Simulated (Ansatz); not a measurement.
This geometry of ClH + GeH4 (7 atoms, charge 0, multiplicity 1) is a first-order saddle point.

The calculation used Ansatz, RKS PBE0/def2-TZVP.

```xyz
7
Properties=species:S:1:pos:R:3
Ge -0.163 0.000 -0.082
H -0.011 0.000 1.743
H 1.382 0.000 0.078
H -0.578 1.331 -0.694
H -0.578 -1.331 -0.694
Cl -2.530 0.000 1.036
H -0.894 0.000 1.701
```

Question: Which two structures does it join? (They come from a converged band through this point; their orientation in space is the band's.)

Answer: Bonds broken: Ge1–H2, Cl6–H7. Bonds formed: Ge1–Cl6, H2–H7. ClH + GeH4 becomes ClGeH3 + H2.

Initial state:

```xyz
7
Properties=species:S:1:pos:R:3
Ge 0.375 0.000 -0.244
H -0.084 0.000 1.227
H 1.907 0.000 -0.272
H -0.169 1.257 -0.932
H -0.169 -1.257 -0.932
Cl -3.234 0.000 2.287
H -1.995 0.000 1.954
```

Final state:

```xyz
7
Properties=species:S:1:pos:R:3
Ge -0.353 0.000 -0.775
H -0.167 0.000 3.539
H 0.736 0.000 0.303
H -0.305 1.268 -1.632
H -0.305 -1.268 -1.632
Cl -2.253 0.000 0.246
H -0.724 0.000 3.040
```

Question: How far does it lie above each of them?

Answer: 164.4 kJ/mol above the first and 211.8 kJ/mol above the second. This is the barrier of this one path; another mechanism may lie lower. The orbitals stay closed-shell, which can raise the energy where a bond breaks towards radicals; this wasn't checked here.

Run time: 80 s on 4 threads of Arm Neoverse V2, with other jobs on the host, peak memory 0.24 GiB.
